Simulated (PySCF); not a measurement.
Stepwise substitution at one centre (Al OH-SH). All species are isolated molecules in the gas phase. One relaxed conformer stands for each flexible species; it need not be the lowest. Strings in code marks are SMILES.

These are PBE-D3(BJ)/def2-TZVP // B3LYP-D3(BJ)/def2-TZVP in PySCF values and carry that method's errors. Excitations are Tamm–Dancoff values on a coarser integration grid. The basis has no diffuse functions, so Rydberg states are missing or too high.

| species | LUMO (eV) | T1 excitation (TDA) (eV) | S1–T1 gap (TDA) (eV) |
|---|---|---|---|
| 0 of 3 OH replaced by SH (`[OH][Al]([OH])[OH]`) | ___ | 5.80 | ___ |
| 1 of 3 OH replaced by SH (`[Al]([OH])([OH])[SH]`) | -1.33 | 4.93 | 0.25 |
| 2 of 3 OH replaced by SH | -1.43 | ___ | 0.19 |
| 3 of 3 OH replaced by SH (`[SH][Al]([SH])[SH]`) | -1.50 | 4.86 | 0.20 |

Problem. What belongs in the gaps?

Solution. 
- 0 of 3 OH replaced by SH (`[OH][Al]([OH])[OH]`), LUMO (eV): -1.31
- 0 of 3 OH replaced by SH (`[OH][Al]([OH])[OH]`), S1–T1 gap (TDA) (eV): 0.24
- 2 of 3 OH replaced by SH, T1 excitation (TDA) (eV): 4.80
